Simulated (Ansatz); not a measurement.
C3H2O, SMILES `C#C[C]O` (lower singlet) (charge 0, multiplicity 1). This singlet lies 0.63 eV below the relaxed triplet at the level B3LYP/cc-pVTZ // PBE0-D3(BJ)/def2-TZVP (Ansatz, a program for electronic structure).

Cartesian coordinates (Å):
```xyz
6

C      1.7047     0.0281    -0.0694
C      0.4945     0.0155    -0.0390
C     -0.8949     0.0144    -0.2680
O     -1.5673    -0.0496     0.8557
H      2.7696     0.0384    -0.0823
H     -2.5066    -0.0468     0.6329
```
Charge 0, spin multiplicity 1.

Frozen-core energies in 6-31g from Ansatz at a geometry from PBE0-D3(BJ)/def2-TZVP; the HF reference has <S^2> = 0.00 (restricted, and unstable towards unrestricted orbitals) and the T1 diagnostic is 0.021.

```csv
level,energy (Ha),difference from CCSDT(Q) (mHa)
HF,-189.38406,407.51
MP2,-189.75314,38.43
CCSD,-189.77536,16.21
CCSD(T),-189.78900,2.57
CCSDT,-189.78970,1.87
CCSDT(Q),-189.79157,0.00
```
